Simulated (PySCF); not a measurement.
Compound: C₅H₁₁B.
Cartesian coordinates in Å at the PBE0-D3(BJ)/def2-SVP level; atoms count from 1:
```xyz
17
C5H11B angstrom
B     -0.8773    1.6995    0.7289
C     -0.5898    0.3746   -0.0195
C     -1.1790   -0.9975    0.3973
C      0.1140   -1.6702   -0.1017
C      0.8123   -0.2909   -0.1526
C      1.7500   -0.0253    1.0104
H     -1.9760    1.9054    1.1981
H     -0.0474    2.5803    0.7962
H     -0.9685    0.6358   -1.0355
H     -1.3089   -1.0835    1.4870
H     -2.1223   -1.3039   -0.0784
H     -0.0071   -2.1123   -1.1023
H      0.5721   -2.4254    0.5565
H      1.3346   -0.0766   -1.0992
H      1.2520   -0.2165    1.9762
H      2.6362   -0.6777    0.9604
H      2.0994    1.0185    1.0164
```

Method: core-valence-separated Tamm–Dancoff BHandHLYP/aug-pcX-1 (pcseg-1 on H) in PySCF, non-relativistic, gas phase, PBE0-D3(BJ)/def2-SVP geometry. The energies are unshifted.

The lowest roots of each edge with f over 0.003 (five at most, numbered afresh; weaker and dark ones are left out), with transition dipoles (au) in the frame of the coordinates:

```json
{"root": "1", "edge": "C", "E (eV)": "284.73", "μx": "-0.0055", "μy": "0.0284", "μz": "0.0167"}
{"root": "2", "edge": "C", "E (eV)": "284.79", "μx": "0.0038", "μy": "0.0024", "μz": "0.0314"}
{"root": "3", "edge": "C", "E (eV)": "284.96", "μx": "-0.0206", "μy": "0.0129", "μz": "-0.0491"}
{"root": "4", "edge": "C", "E (eV)": "285.04", "μx": "0.0163", "μy": "-0.0256", "μz": "-0.0045"}
{"root": "5", "edge": "C", "E (eV)": "285.25", "μx": "-0.0064", "μy": "0.0269", "μz": "0.0159"}
{"root": "6", "edge": "B", "E (eV)": "185.34", "μx": "0.0438", "μy": "-0.0507", "μz": "0.1238"}
{"root": "7", "edge": "B", "E (eV)": "190.84", "μx": "0.0117", "μy": "-0.0300", "μz": "-0.0097"}
{"root": "8", "edge": "B", "E (eV)": "191.27", "μx": "0.0062", "μy": "0.0107", "μz": "0.0248"}
{"root": "9", "edge": "B", "E (eV)": "191.34", "μx": "0.0604", "μy": "0.0206", "μz": "-0.0180"}
{"root": "10", "edge": "B", "E (eV)": "192.01", "μx": "0.0272", "μy": "0.0178", "μz": "-0.0112"}
```

Question: What are the oscillator strengths?

Answer: f = (2/3) ΔE |μ|², with ΔE in hartree (27.2114 eV):

```
root  ΔE (Eh)  |μ|² (au)      f  core hole on
   1  10.4638   0.001116  0.008            C3
   2  10.4657   0.001006  0.007            C6
   3  10.4721   0.003002  0.021            C2
   4  10.4748   0.000941  0.007            C5
   5  10.4826   0.001017  0.007            C4
   6   6.8110   0.019815  0.090            B1
   7   7.0131   0.001131  0.005            B1
   8   7.0290   0.000768  0.004            B1
   9   7.0317   0.004397  0.021            B1
  10   7.0564   0.001182  0.006            B1
```

Question: Molecules are fixed in this frame and the field points along z. What effective strengths 3 f cos²θ do the roots have (θ between field and μ)?

Answer: root 1 (C3): 0.006, root 2 (C6): 0.021, root 3 (C2): 0.051, root 4 (C5): 0.000, root 5 (C4): 0.005, root 6 (B1): 0.209, root 7 (B1): 0.001, root 8 (B1): 0.009, root 9 (B1): 0.005, root 10 (B1): 0.002. Root 6 is the strongest. Averaged over all orientations cos²θ is 1/3, which gives f back.

One conformer stands for the species.
